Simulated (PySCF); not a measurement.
Sn(H)2(F)(Br), H2BrFSn, SMILES [SnH2]([Br])[F], singlet (CAM-B3LYP/def2-SVP optimised geometry):

```
5

Sn    -0.960    -0.257     0.000
F     -1.489    -1.000    -1.701
Br     1.518    -0.257     0.000
H     -1.517    -1.347     1.178
H     -1.518     1.347     0.000
```

Computed with CAM-B3LYP/def2-TZVP, def2 effective core potentials past Kr (PySCF).

What are the frontier orbital energies and the dipole moment?

HOMO-2 -11.16 eV, HOMO-1 -10.08 eV, HOMO -9.92 eV, LUMO -0.55 eV, LUMO+1 -0.03 eV; dipole moment 2.97 D.
